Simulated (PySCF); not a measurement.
Re(2+) (rhenium, charge +2) across methods

[Xe] 4f14 5d4 6p1, one real determinant (an excited configuration). Computed with PySCF 2.14 in ANO-R3 (10s7p6d4f2g1h, 118 functions), with the spin-free X2C one-electron Hamiltonian (Gaussian nucleus).

```csv
method,E (hartree),mean ε 4f β (eV),mean ε 5d α (eV),mean ε 6p α (eV),Σ⟨r²⟩ (bohr²),⟨S²⟩
PBE,-16692.48,-63.076,-25.803,-15.673,47.51,8.751
UHF,-16687.26957,-80.997,-31.753,-17.577,47.46,8.755
r2SCAN,-16692.58,-63.544,-26.243,-15.758,47.40,8.753
LDA,-16681.86,-63.545,-25.935,-15.800,47.52,8.751
```

(1) Estimate the same row for PBE0.

⟨L²⟩ = 8.00 against 12 for a pure F term, so this real determinant mixes terms. Spin-orbit coupling, absent here, splits the open shell strongly.

Results:

(1) E (hartree) = -16692.27; mean ε 4f β (eV) = -67.815; mean ε 5d α (eV) = -27.489; mean ε 6p α (eV) = -16.272; Σ⟨r²⟩ (bohr²) = 47.40; ⟨S²⟩ = 8.752.
